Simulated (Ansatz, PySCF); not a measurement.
Gas-phase reaction (SMILES): BOB + N (NH3) → BN (BNH4) + BO (H3BO); ammonia cleaves one B-O bond, a model of a ligand-exchange step.

Geometries: B3LYP-D3(BJ)/def2-TZVP minima from Ansatz (a program for electronic structure), one conformer each, not searched for the lowest. Correlated levels leave the core frozen unless marked. No spin-orbit coupling. No relativistic terms. CBS marks a two-point X^-3 extrapolation of the correlation energy; Hartree-Fock from the larger set. The bracket is a focal-point correction in the basis named. Thermal terms are rigid-rotor harmonic-oscillator values from B3LYP-D3(BJ) frequencies (Ansatz or PySCF) at 298.15 K and 1 atm. 1 Eh = 627.5095 kcal/mol.

| species | E, RI-MP2/CBS(aug-cc-pVTZ,aug-cc-pVQZ)+[CCSD(T)-MP2]/aug-cc-pVTZ (Ansatz) (Eh) | E, wB97M-V/def2-TZVPD (Ansatz) (Eh) | H - E (Eh) | G - E (Eh) |
|---|---|---|---|---|
| BOB | -127.21652 | -127.36557 | 0.05204 | 0.02231 |
| N (NH3) | -56.50756 | -56.55014 | 0.03799 | 0.01614 |
| BN (BNH4) | -81.93389 | -82.02329 | 0.05211 | 0.02622 |
| BO (H3BO) | -101.80301 | -101.90521 | 0.03929 | 0.01314 |

Question: Work out ΔE and ΔH, ΔG, ΔS and the equilibrium constant at 298.15 K at the first level, then ΔH at the second.

Answer: 
1. ΔE = [(-81.93389) + (-101.80301)] - [(-127.21652) + (-56.50756)] = -0.01282 Eh = -8.0 kcal/mol at RI-MP2/CBS(aug-cc-pVTZ,aug-cc-pVQZ)+[CCSD(T)-MP2]/aug-cc-pVTZ.
2. The terms H - E add up to 0.00137 Eh, so ΔH = (-0.01282 + (0.00137))×627.5095 = -7.2 kcal/mol.
3. The terms G - E add up to 0.00091 Eh, so ΔG = -7.5 kcal/mol, and ΔS = (0.00137 - (0.00091))×627509.5/298.15 = 1.0 cal/(mol K).
4. log10 K = -ΔG/(RT ln 10) = 5.5, with RT ln 10 = 1.3642 kcal/mol.
5. At wB97M-V/def2-TZVPD the same steps give ΔE = -8.0 and ΔH = -7.2 kcal/mol, a shift of +0.0 from the first level.
6. These values are not checked against measurement here, since the tables used lack a sound gas-phase enthalpy of formation for at least one species.
